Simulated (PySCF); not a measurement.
# Vertical excitation energies

Species: (HZn-mu-F)2 (singlet state).
Structure used (PBE0-D3(BJ)/def2-SVP), in Å, numbered top down from 1:
```xyz
6
F2H2Zn2 angstrom
Zn     1.468    0.080    0.214
H      2.976    0.186    0.457
F     -0.104   -0.715    1.014
Zn    -1.446   -0.114   -0.240
H     -2.957   -0.208   -0.469
F      0.126    0.675   -1.045
```

Theory: TDDFT B3LYP/def2-SVPD, vertical, gas phase, core orbitals frozen in the response (PySCF).

```csv
state,E (eV),λ (nm),f,"main configurations (H = HOMO, L = LUMO)"
S1,6.95,178.3,0.0015,H→L+1 (99%)
S2,7.00,177.0,0.420,H→L (97%)
S3,7.44,166.7,0.0001,H-1→L (95%)
S4,7.49,165.6,0.378,"H→L+2 (50%), H-1→L+1 (47%)"
S5,7.56,163.9,0.0008,"H-1→L+1 (52%), H→L+2 (48%)"
S6,7.67,161.6,0.0000,H→L+3 (98%)
S7,8.05,153.9,0.0000,H-1→L+2 (99%)
S8,8.09,153.3,0.0035,"H-2→L (79%), H-1→L+3 (14%)"
S9,8.31,149.2,0.063,"H-2→L+1 (78%), H-1→L+3 (17%)"
S10,8.31,149.1,0.260,"H-1→L+3 (67%), H-2→L+1 (19%), H-2→L (9%)"
S11,8.47,146.3,0.0000,H-3→L (98%)
S12,8.64,143.4,0.0002,H-4→L (96%)
S13,8.66,143.2,0.172,"H→L+5 (88%), H-3→L+1 (9%)"
S14,8.76,141.5,0.0001,H→L+4 (88%)
S15,8.86,139.9,0.0000,"H-2→L+2 (76%), H-4→L+1 (24%)"
```

Triplets, Tamm–Dancoff:

```csv
state,E (eV),λ (nm),"main configurations (H = HOMO, L = LUMO)"
T1,5.88,211.0,H→L (90%)
T2,6.22,199.4,"H-1→L (80%), H→L+4 (17%)"
T3,6.41,193.4,"H→L+1 (81%), H-1→L+2 (18%)"
T4,6.57,188.8,"H→L+2 (50%), H-1→L+1 (48%)"
```

The lowest singlet comes at 178 nm (671 kJ/mol) in the vacuum ultraviolet; it is very weak; its leading configuration is HOMO→LUMO+1 (99%). The most intense listed level is S2 at 7.00 eV (177 nm, f = 0.420), 0.05 eV above S1. S9/S10 lie within about 0.01 eV of each other. For S1 the Löwdin share of zinc is 40% in HOMO and 72% in LUMO+1; for S2 the Löwdin share of zinc is 40% in HOMO and 60% in LUMO. Weighted by f, the mean energy of these states is 7.69 eV. Orbital energies (eV): HOMO-3 -10.84, HOMO-2 -10.31, HOMO-1 -9.03, HOMO -8.59, LUMO -1.13, LUMO+1 -0.85, LUMO+2 -0.35. The listed states span 1.91 eV, and the widest gap between neighbours is 0.43 eV (S2 to S3). Singlets were solved by full linear response, triplets in the Tamm–Dancoff approximation.

Hardware: Arm Neoverse N1, one thread, no GPU, shared host with 64 logical CPUs at a one-minute load of 61. Cost: 39 s of wall time (grids of density and orbitals included), 0.67 GiB resident at most.
